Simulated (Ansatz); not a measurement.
The cluster Ge3O8H4. The state is a triplet with charge 0. Geometry PBE-D4/def2-SVP, that of the neutral singlet; atoms count from 1.

Cartesian coordinates in Å:
```
Ge -0.057 2.401 0.145
Ge -0.037 -0.657 0.133
Ge 1.447 1.351 -1.622
O 0.875 -1.666 1.315
O 1.062 -0.370 -1.259
O 1.750 2.131 0.011
O -0.700 -3.389 1.635
O -0.244 -2.201 2.190
O -0.730 0.867 0.809
O -0.168 2.221 -1.677
O -1.459 -1.660 -0.324
H 2.454 1.477 -2.770
H -1.302 -3.041 0.916
H -2.254 -1.092 -0.360
H -0.636 3.628 0.858
```

The structure holds 2 bonds between oxygen atoms, so isomers without such links may lie far lower. At PBE0-D4/def2-SVP a singlet of charge 0 lies 3.63 eV below the triplet at the same geometry. The structure comes from a short search, and lower isomers may exist.

(1) Estimate the Mulliken populations from the PBE0/def2-SVP orbitals of Ansatz.

(2) Where does the spin sit?

(3) And the Mayer bond orders between heavy atoms (over 0.3)?

## Answers

(1) 
```csv
atom,charge (e),spin (α − β)
Ge1,0.97,0.00
Ge2,1.09,0.05
Ge3,0.98,0.00
O4,-0.40,0.71
O5,-0.62,0.01
O6,-0.63,0.00
O7,-0.12,0.13
O8,0.06,1.07
O9,-0.65,0.00
O10,-0.63,0.00
O11,-0.48,0.00
H12,0.00,0.00
H13,0.23,0.02
H14,0.22,0.00
H15,0.00,0.00
```
Mulliken values depend strongly on the basis.

(2) Summed by element: Ge 0.05, O 1.93, H 0.02, of 2 unpaired in all. Largest on single atoms: O8 1.07, O4 0.71, O7 0.13.

(3) Ge1–O6 0.90 (1.83 Å); Ge1–O9 0.94 (1.80 Å); Ge1–O10 0.90 (1.83 Å); Ge2–O4 1.05 (1.80 Å); Ge2–O5 0.92 (1.80 Å); Ge2–O9 0.91 (1.80 Å); Ge2–O11 0.95 (1.80 Å); Ge3–O5 0.95 (1.80 Å); Ge3–O6 0.88 (1.84 Å); Ge3–O10 0.89 (1.84 Å); O4–O8 0.52 (1.52 Å); O7–O8 1.05 (1.39 Å).
